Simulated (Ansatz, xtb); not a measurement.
The dipole moment down a group: F to I

One atom is swapped for its congeners: NaF; NaCl; NaBr; NaI (Sodium Iodide). All are singlets with charge 0.

Shapes, held fixed at every level: PBE0-D4/def2-TZVP. Programs: Ansatz 0.2.0, xtb 6.7.1. Values in D.

(1) How should the dipole moment change along the series?

Answers

(1) At wB97M-V/def2-TZVPP the dipole moment rises at every step, from 7.87 to 9.06 D. 4 of 5 levels show this order throughout; 4 agree on the largest and the smallest. For atoms past krypton def2 sets carry core potentials with scalar relativity. Relativity is left out for Br unless named. GFN2-xTB strays far from the other rows.

```json
{"level": "GFN2-xTB", "NaF": "7.59", "NaCl": "7.33", "NaBr": "8.20", "NaI": "9.00"}
{"level": "PBE-D4/def2-TZVPP", "NaF": "7.52", "NaCl": "8.35", "NaBr": "8.50", "NaI": "8.51"}
{"level": "r2SCAN-D4/def2-TZVPP", "NaF": "7.87", "NaCl": "8.79", "NaBr": "8.98", "NaI": "9.08"}
{"level": "B3LYP-D4/def2-TZVPP", "NaF": "7.80", "NaCl": "8.57", "NaBr": "8.73", "NaI": "8.76"}
{"level": "wB97M-V/def2-TZVPP", "NaF": "7.87", "NaCl": "8.71", "NaBr": "8.93", "NaI": "9.06"}
```
